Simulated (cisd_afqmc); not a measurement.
Input (AFQMC/CISD/def2-SVP; cisd_afqmc is a phaseless AFQMC code with CISD trial states that reads the integrals written by Ansatz):

Ansatz 0.2 input:
```python
import cisd_afqmc

open("ham.yaml", "w").write("""\
crystal:
  periodic: [false, false, false]
  atoms:
    - {symbol: Si, position_ang: [-1.84170296, 0.03215357, -0.00966006]}
    - {symbol: I, position_ang: [0.61705209, -0.01077287, 0.00323655]}
    - {symbol: H, position_ang: [-2.28115978, 1.40427682, -0.32980631]}
    - {symbol: H, position_ang: [-2.32077200, -0.36651949, 1.32820794]}
    - {symbol: H, position_ang: [-2.31798780, -0.91694518, -1.03469785]}
basis:
  gaussian:
    orbitals: def2-SVP
magnetization: {spin_polarized: false}
correlation: {method: ccsd, electrons: outside_noble_gas, hamiltonian_folder: ham}
""")
rep = cisd_afqmc.ansatz("ham.yaml")
e_ccsd = rep["correlation"]["coupled_cluster"]["energy"]["hartree"]
out = cisd_afqmc.run("ham", e_ccsd, trial="CISD", walkers=200, populations=8, threads=8, dt=0.005, steps=40, early=36, settle=10, least=32,
    cut=5e-5, rank_cut=2e-4, target=0.0004, seconds=1500, seed=1, memory=17280, gpu=False)
```

Output:

```
orbitals 45, occupied [7], factors 250 of 653, rank of the doubles 116 of 266
E(HF) = -587.270788
E(CCSD) on the cut factors = -587.504827, shift to the whole factors -0.000016
Energy of the trial state on the determinant = -587.504718
  tau behind 10.8 of longer steps, mean of the populations' last blocks
   2.0  -587.51135
   4.0  -587.51049
   6.0  -587.51153
   8.0  -587.51065
blocks 318 (0 outliers left out), error by blocks joined: 1: 0.00008, 2: 0.00010, 4: 0.00012, 8: 0.00014, 16: 0.00018
E(AFQMC/CISD) = -587.51089 +/- 0.00018
```

The error still grows at the longest joins of blocks, or few joins were possible, so the printed bar may be too narrow.
